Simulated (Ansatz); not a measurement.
Geometry optimisation, RKS PBE0-D4/def2-SVP in Ansatz 0.2.0.

input.yaml

```yaml
crystal:
  periodic: [false, false, false]
  atoms:
    - { symbol: C, position_ang: [-0.86595, 1.39962, -0.08877] }
    - { symbol: "N", position_ang: [0.17136, 1.09099, 0.886] }
    - { symbol: Ga, position_ang: [1.12964, -0.49128, 0.97021] }
    - { symbol: In, position_ang: [0.3907, -2.20624, -0.9731] }
    - { symbol: H, position_ang: [-0.61827, 2.28061, -0.69186] }
    - { symbol: H, position_ang: [-1.83938, 1.56796, 0.38576] }
    - { symbol: H, position_ang: [-0.96885, 0.53862, -0.77367] }
    - { symbol: H, position_ang: [0.30435, 1.87101, 1.52221] }
    - { symbol: H, position_ang: [2.15936, -0.44547, 2.24094] }
    - { symbol: H, position_ang: [1.29028, -2.48955, -2.49897] }
    - { symbol: H, position_ang: [-1.15323, -3.11628, -0.97876] }
basis:
  gaussian: { orbitals: def2-SVP }
hamiltonian:
  xc: pbe0
  dispersion: d4
relax:
  f_tol: 0.015
  max_steps: 40
```

Run as:

```bash
$ ansatz run input.yaml --threads 2 --pin off --max-ram 3072MiB --backend cpu --events-out ev --progress --plain --runs-dir out
```

**Question.** Where does it end, and by what steps?

**Answer.** The run converged. The force dipped under the threshold on the way, but the program's further checks kept it going. After 16 steps the energy has fallen by 0.134 eV; H11 moved furthest, 0.52 Å.

```csv
step,energy less start (eV),largest force component (eV/Å),accepted
0,0.0000,0.709,yes
1,-0.0950,0.535,yes
2,-0.1229,0.194,yes
3,-0.1269,0.162,yes
4,-0.1321,0.089,yes
5,-0.1332,0.043,yes
6,-0.1336,0.030,yes
7,-0.1338,0.013,yes
8,-0.1338,0.014,yes
9,-0.1339,0.022,yes
10,-0.1340,0.026,yes
11,-0.1341,0.030,yes
12,-0.1342,0.026,yes
13,-0.1343,0.018,yes
14,-0.1344,0.019,yes
15,-0.1344,0.014,yes
16,-0.1344,0.009,yes
```

```xyz
11
Properties=species:S:1:pos:R:3
C -0.874 1.528 -0.090
N 0.124 1.072 0.839
Ga 1.003 -0.526 0.890
In 0.421 -2.293 -0.955
H -0.560 2.426 -0.657
H -1.839 1.770 0.395
H -1.086 0.744 -0.837
H 0.346 1.761 1.551
H 2.028 -0.620 2.084
H 1.283 -2.389 -2.467
H -0.847 -3.475 -0.754
```

Run time: 68 s on 2 threads of Arm Neoverse V2, on a shared host, peak memory 0.33 GiB.
